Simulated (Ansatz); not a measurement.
Species: C5H7Ge, net charge 0, doublet state. It need not be the lowest isomer of its formula. 
Structure (B3LYP-D3(BJ)/def2-TZVP (Ansatz, an electronic-structure program) minimum search):
SMILES: C1[C]([GeH2])=CCC=1
```xyz
13

Ge     1.6023    -0.0926     0.2626
C     -0.2949     0.0336    -0.0559
C     -1.0788     1.1100     0.2018
C     -2.5077     0.7899    -0.1212
C     -2.4364    -0.6341    -0.5880
C     -1.1632    -1.0549    -0.5384
H      2.2873    -1.0081    -0.7787
H      2.2460     1.3126     0.2788
H     -0.7497     2.0677     0.5782
H     -3.1611     0.9077     0.7524
H     -2.9125     1.4582    -0.8911
H     -3.2925    -1.2054    -0.9151
H     -0.8060    -2.0360    -0.8184
```
Charge 0, spin multiplicity 2.

Total electronic energies in hartree. Correlated levels leave the core frozen unless marked. Open shells are spin-unrestricted. Spin-orbit coupling is left out. Frozen are the shells of the preceding noble gas and the d and f shells that filled before the atom's block. No relativistic terms. Basis-set limits of correlation are two-point, X^-3; Hartree-Fock from the larger set. The bracket is a focal-point correction in the basis named.

The UHF reference is spin-contaminated (<S^2> 0.41 over the pure value in the largest basis). 

```
level                                                     program  energy (Eh)
-------------------------------------------------  --------------  -----------
HF/cc-pVDZ                                                 Ansatz  -2268.69746
HF/cc-pVQZ                                                 Ansatz  -2268.83409
PBE/def2-TZVPD                                             Ansatz  -2271.15611
PBE-D3(BJ)/def2-TZVPD                              Ansatz + dftd3  -2271.16845
BLYP-D4/def2-TZVPD                                 Ansatz + dftd4  -2271.72119
PBE0-D3(BJ)/def2-TZVP                              Ansatz + dftd3  -2271.24418
PBE0-D3(BJ)/def2-TZVPD                             Ansatz + dftd3  -2271.24514
PBE0-D4/def2-TZVP                                  Ansatz + dftd4  -2271.24397
r2SCAN0/def2-TZVPD                                         Ansatz  -2271.56948
CAM-B3LYP-D3(BJ)/def2-TZVPD                        Ansatz + dftd3  -2271.74716
wB97M-V/def2-TZVPD                                         Ansatz  -2271.52460
B2GP-PLYP-D4/def2-TZVPD                            Ansatz + dftd4  -2270.94944
PBE-QIDH/def2-TZVPD                                        Ansatz  -2270.81451
RPA@PBE/cc-pVTZ                                            Ansatz  -2270.23946
RPA@PBE/cc-pVQZ                                            Ansatz  -2270.35777
MP2/STO-3G                                                 Ansatz  -2243.05062
MP2/CBS(cc-pVTZ,cc-pVQZ)                                   Ansatz   -2269.8022
RI-MP2/cc-pVTZ                                             Ansatz  -2269.68916
SCS-MP2/6-31G                                              Ansatz  -2268.74934
CCSD(T)/6-31G                                              Ansatz  -2268.84698
RI-MP2/CBS(cc-pVTZ,cc-pVQZ)+[CCSD(T)-MP2]/cc-pVTZ          Ansatz   -2269.9131
RI-MP2/CBS(cc-pVTZ,cc-pVQZ)+[CCSD(T)-MP2]/cc-pVQZ          Ansatz   -2269.9064
CCSD(T)/CBS(cc-pVTZ,cc-pVQZ)                               Ansatz   -2269.9018
```

Totals of different functionals don't rank their quality; only differences between species are comparable.
